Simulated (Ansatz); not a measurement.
The cluster SnO2⁻ (the lowest doublet isomer of a short search) was relaxed with r2SCAN-D4 (def2-TZVPD) in Ansatz in these states: charge -1 doublet, charge -1 quartet. The geometries follow in no particular order.

In the def2 sets Sn takes a core potential; there is no spin–orbit coupling.

A:

```
atom   x (Å)   y (Å)   z (Å)
 Sn1  -0.597   0.672   0.230
  O2   0.164   0.038  -1.553
  O3   0.433  -0.709   1.323
```

B:

```xyz
3

Sn   -0.545    0.145    0.088
O     0.773    1.188    0.976
O    -0.228   -1.333   -1.065
```

Task: Judge from the bond lengths which geometry belongs to which state (an estimate).

Result: A is the charge -1 quartet (Sn1–O3 2.040 Å, Sn1–O2 2.040 Å); B is the charge -1 doublet (Sn1–O3 1.901 Å, Sn1–O2 1.901 Å).

At r2SCAN-D4/def2-TZVPD the highest occupied level of the charge -1 quartet lies above zero (up to 1.56 eV). The electron is either unbound and held by the finite basis, or the level is raised by self-interaction error. At PBE0-D4/def2-TZVPD a doublet lies 2.37 eV below the charge -1 quartet. These are the stationary points nearest to one start from a short search; other shapes may lie lower in each state.
